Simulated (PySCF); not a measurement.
Computed IR spectrum (relative IR intensity) of a molecule C3H4BrF. Geometry: PBE-D3(BJ)/def2-SVP. The values are those of a single conformer. Level of theory: PySCF 2.14.0 with PBE-D3(BJ)/def2-SVP. Frequencies are harmonic and unscaled.

Lines under 2 % of the strongest are left out, and lines within 2 cm⁻¹ are merged.

ν (cm⁻¹): 357 (vw), 428 (vw), 447 (vw), 734 (m), 760 (m), 886 (m), 978 (w), 1132 (vs), 1263 (m), 1355 (m), 1391 (vw), 1394 (w), 1683 (m), 2975 (w), 3049 (vw), 3164 (w) (against the strongest line: vs over 80 %, s over 45 %, m over 15 %, w over 4 %, vw less)

Which structure fits?
(A) C/C(F)=C\Br
(B) C/C(Br)=C\F
(C) F[C@@H]1C[C@H]1Br
(D) C/C=C(\F)Br

A, C/C(F)=C\Br
